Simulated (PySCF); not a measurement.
[YbCl3(H2O)]−: from a saddle point downhill

PySCF 2.14.0, RKS PBE0, Yb lcecp-0-SVP with ECP60, Cl def2-SVP, O def2-SVP, H def2-SVP; non-relativistic Hamiltonian with scalar-relativistic core potentials where named; density fitting; no spin-orbit coupling. Relaxed within the symmetry of its start, the geometry (Cs) is

```xyz
7

Yb    0.1180   -0.0262    0.0262
Cl    1.3346    1.7426    1.5735
Cl   -2.4120   -0.7187    0.7187
Cl    1.3346   -1.5735   -1.7426
O    -1.5831    1.3511   -1.3511
H    -2.0789    1.6007   -0.5547
H    -2.0789    0.5547   -1.6007
```

and its lowest harmonic modes are -254, 48, 54, 59, 66, 130 cm⁻¹ (negative: unstable). It was moved along the lowest mode and relaxed again.

**Question.** Where does it end, and how much lower?

**Answer.** In Cs, 0.249 eV lower, after 28 steps:
```xyz
7

Yb   -0.0083   -0.3112   -0.3200
Cl    0.5770    1.9812    0.9714
Cl   -2.4579   -1.1212    0.4498
Cl    1.7611   -1.8255   -1.5741
O    -1.6510    1.4403   -1.1416
H    -1.2554    2.0296   -0.4674
H    -2.3312    0.9316   -0.6544
```

**Question.** How do the contacts change?

**Answer.** 
```tsv
contact	saddle (Å)	end (Å)
Yb1–Cl2 (Cl)	2.646	2.695
Yb1–Cl3 (Cl)	2.713	2.692
Yb1–Cl4 (Cl)	2.646	2.645
Yb1–O5 (H2O)	2.586	2.538
```


**Question.** Is the end a minimum?

**Answer.** Yes; lowest modes 55, 58, 72, 120, 135, 211 cm⁻¹.

An lcecp potential fixes the number of 4f electrons, so in runs with it no electron can move into or out of that shell.

State: singlet in the valence, with the 4f electrons in the core potential.
